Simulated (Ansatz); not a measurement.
Born–Oppenheimer molecular dynamics of Cl₂FH₅OW (10 atoms, charge 0, multiplicity 1). It starts at the highest image of a converged band, a first-order saddle point between two minima.

The calculation used RKS r2SCAN-D4/def2-SVP in Ansatz 0.2.0.

```
ensemble                      : NVE (velocity Verlet)
time step                     : 0.5 fs
steps asked                   : 200
starting velocities drawn for : 100 K
seed                          : 3289
```

Frames 2.5 fs apart, positions in Å.

Velocities at 45 fs (Å/ps):

```
W 0.67 0.40 0.69
F -0.96 -0.33 -2.42
H -3.86 -3.54 -2.35
Cl -0.93 -2.05 -0.43
H 8.20 -6.53 0.10
Cl -1.76 -0.05 -0.76
H 8.10 -1.82 -2.70
O -0.88 0.94 -1.40
H -3.83 2.12 -7.75
H -3.70 2.29 -3.43
```

```xyz
10
Properties=species:S:1:pos:R:3 time_fs=45 energy_less_start_eV=0.050 T=52
W 0.050 -0.481 -0.128
F 0.098 -0.217 2.751
H 1.577 0.136 -0.575
Cl -0.030 1.923 -0.352
H -1.151 0.314 0.728
Cl -1.385 -1.931 -1.173
H 0.266 -0.183 -1.738
O 1.230 -1.552 0.950
H 2.123 -1.776 0.649
H 0.734 -0.842 2.461
10
Properties=species:S:1:pos:R:3 time_fs=47.5 energy_less_start_eV=0.039 T=63
W 0.052 -0.479 -0.126
F 0.095 -0.217 2.745
H 1.556 0.122 -0.580
Cl -0.033 1.918 -0.353
H -1.131 0.292 0.729
Cl -1.390 -1.931 -1.175
H 0.289 -0.187 -1.747
O 1.227 -1.550 0.946
H 2.116 -1.772 0.629
H 0.731 -0.842 2.452
10
Properties=species:S:1:pos:R:3 time_fs=50 energy_less_start_eV=0.050 T=52
W 0.054 -0.478 -0.124
F 0.092 -0.218 2.739
H 1.527 0.107 -0.587
Cl -0.035 1.912 -0.354
H -1.122 0.270 0.737
Cl -1.393 -1.931 -1.176
H 0.315 -0.191 -1.750
O 1.223 -1.548 0.942
H 2.111 -1.770 0.612
H 0.733 -0.851 2.445
10
Properties=species:S:1:pos:R:3 time_fs=52.5 energy_less_start_eV=0.055 T=47
W 0.055 -0.477 -0.123
F 0.090 -0.218 2.733
H 1.514 0.103 -0.599
Cl -0.037 1.907 -0.355
H -1.134 0.260 0.757
Cl -1.397 -1.930 -1.177
H 0.337 -0.196 -1.744
O 1.220 -1.546 0.937
H 2.102 -1.771 0.602
H 0.728 -0.852 2.446
10
Properties=species:S:1:pos:R:3 time_fs=55 energy_less_start_eV=0.055 T=47
W 0.057 -0.477 -0.122
F 0.088 -0.220 2.726
H 1.529 0.115 -0.617
Cl -0.039 1.902 -0.356
H -1.158 0.258 0.777
Cl -1.399 -1.930 -1.177
H 0.352 -0.201 -1.731
O 1.216 -1.544 0.933
H 2.094 -1.775 0.597
H 0.720 -0.853 2.454
10
Properties=species:S:1:pos:R:3 time_fs=57.5 energy_less_start_eV=0.067 T=36
W 0.058 -0.476 -0.121
F 0.086 -0.220 2.720
H 1.554 0.133 -0.633
Cl -0.041 1.897 -0.357
H -1.178 0.254 0.785
Cl -1.401 -1.929 -1.177
H 0.358 -0.205 -1.722
O 1.213 -1.544 0.929
H 2.094 -1.785 0.597
H 0.722 -0.864 2.464
10
Properties=species:S:1:pos:R:3 time_fs=60 energy_less_start_eV=0.070 T=32
W 0.059 -0.475 -0.120
F 0.084 -0.221 2.715
H 1.568 0.145 -0.636
Cl -0.043 1.893 -0.358
H -1.184 0.241 0.772
Cl -1.403 -1.928 -1.175
H 0.356 -0.208 -1.726
O 1.210 -1.545 0.925
H 2.092 -1.798 0.603
H 0.724 -0.876 2.478
10
Properties=species:S:1:pos:R:3 time_fs=62.5 energy_less_start_eV=0.057 T=45
W 0.060 -0.474 -0.119
F 0.082 -0.222 2.709
H 1.558 0.145 -0.624
Cl -0.045 1.889 -0.359
H -1.181 0.225 0.743
Cl -1.403 -1.926 -1.174
H 0.345 -0.210 -1.738
O 1.209 -1.548 0.923
H 2.088 -1.812 0.614
H 0.716 -0.878 2.496
10
Properties=species:S:1:pos:R:3 time_fs=65 energy_less_start_eV=0.056 T=46
W 0.061 -0.473 -0.119
F 0.081 -0.223 2.704
H 1.535 0.139 -0.600
Cl -0.047 1.885 -0.359
H -1.183 0.215 0.711
Cl -1.403 -1.925 -1.171
H 0.328 -0.214 -1.750
O 1.209 -1.552 0.921
H 2.089 -1.828 0.624
H 0.712 -0.886 2.514
10
Properties=species:S:1:pos:R:3 time_fs=67.5 energy_less_start_eV=0.060 T=42
W 0.062 -0.472 -0.119
F 0.079 -0.224 2.699
H 1.520 0.139 -0.574
Cl -0.049 1.882 -0.360
H -1.201 0.220 0.690
Cl -1.403 -1.922 -1.169
H 0.308 -0.220 -1.753
O 1.209 -1.558 0.921
H 2.093 -1.846 0.633
H 0.715 -0.901 2.528
10
Properties=species:S:1:pos:R:3 time_fs=70 energy_less_start_eV=0.055 T=47
W 0.062 -0.471 -0.120
F 0.077 -0.224 2.694
H 1.529 0.152 -0.556
Cl -0.052 1.880 -0.360
H -1.229 0.237 0.681
Cl -1.401 -1.920 -1.165
H 0.290 -0.228 -1.746
O 1.211 -1.566 0.921
H 2.090 -1.861 0.641
H 0.708 -0.907 2.540
10
Properties=species:S:1:pos:R:3 time_fs=72.5 energy_less_start_eV=0.061 T=41
W 0.062 -0.470 -0.120
F 0.076 -0.226 2.689
H 1.558 0.172 -0.547
Cl -0.054 1.879 -0.360
H -1.251 0.250 0.674
Cl -1.400 -1.917 -1.161
H 0.281 -0.234 -1.740
O 1.212 -1.574 0.923
H 2.088 -1.875 0.644
H 0.697 -0.908 2.549
```

Of the whole run (100 fs, mean temperature of the second half 48 K): The conserved energy stayed within 0.023 meV per atom of its start (net change 0.011 meV per atom), so the integration is sound. A run of 0.1 ps of so small a system gives no equilibrium averages. The orbitals stay closed-shell, which can raise the energy where a bond breaks towards radicals; this wasn't checked here.

The run took 15 min on 4 threads of Arm Neoverse V1, with other jobs on the host, peak memory 0.21 GiB.
